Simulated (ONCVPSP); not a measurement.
**tellurium (Te), ONCV: configuration errors across variants**

```
Element                 : tellurium (Te)
Generator               : ONCVPSP 4.0.1
Type                    : optimised norm-conserving Vanderbilt (ONCV)
Functional              : revPBE
Relativity              : scalar-relativistic
Frozen core             : [Kr] 4d10
Valence charge          : 6
Reference configuration : 5s2 5p4
Partial waves           : 5s: rc 1.95 bohr, ncon 4, nbas 8, qcut 3.5 1/bohr, 2 projectors, debl 0.3 Ha; 5p: rc 1.80 bohr, ncon 3, nbas 6, qcut 5.3 1/bohr, 2 projectors, debl 2.6 Ha; d scattering state at 0.26 Ha: rc 1.80 bohr, ncon 4, nbas 7, qcut 5.3 1/bohr, 2 projectors, debl 2 Ha
Local potential         : polynomial inside 1.30 bohr (lpopt 5, dvloc0 -1 Ha)
Core correction         : none
```

In the s channel the program set the typed energies aside and used -0.553, 0.250 Ha.

All-electron excitation energies from the reference (eV): (1) 5s2 5p3 9.683; (2) 5s2 5p2 27.549; (3) 5s2 5p1 54.359; (4) 5s2 5p0 90.703.

2 further variants failed, have other tests or too few solved ones, and are left out.

A true bound ghost makes a file unfit for plane-wave use even where its test errors are small: the radial tests pick states by their node count and pass the ghost by.

Errors AE − PS in meV (a dash: test not solved or not reliable):

```tsv
change	(1)	(2)	(3)	(4)	bound ghosts	GHOST(+) flags above zero
base	-10	-50	-135	-237	s, d	p
d: nbas 9	-10	-50	-135	-237	s, d	p
local potential polynomial inside 1.80 bohr (lpopt 5, dvloc0 0 Ha)	-10	-50	-136	-237	d	s, p
s: qcut 2.7	-9.6	-46	-121	-200	s, d	p
s: rc 2.78	-9.3	-43	-107	-154	s, d	p
p: debl 0.25	-11	-54	-143	-241	s, p, d	p
local potential polynomial inside 1.30 bohr (lpopt 5, dvloc0 0.5 Ha)	-10	-50	-135	-237	s, d	p
d: qcut 5.2	-10	-50	-135	-237	s, d	p
```

**Question.** Give the same row for: all radii scaled by about 1.12 (s 2.18, p 2.02, d 2.02 bohr); local potential polynomial inside 1.46 bohr (lpopt 5, dvloc0 -1 Ha).

**Answer.** -9.2, -46, -121, -203; bound ghosts: s, d; GHOST(+) flags above zero: p.
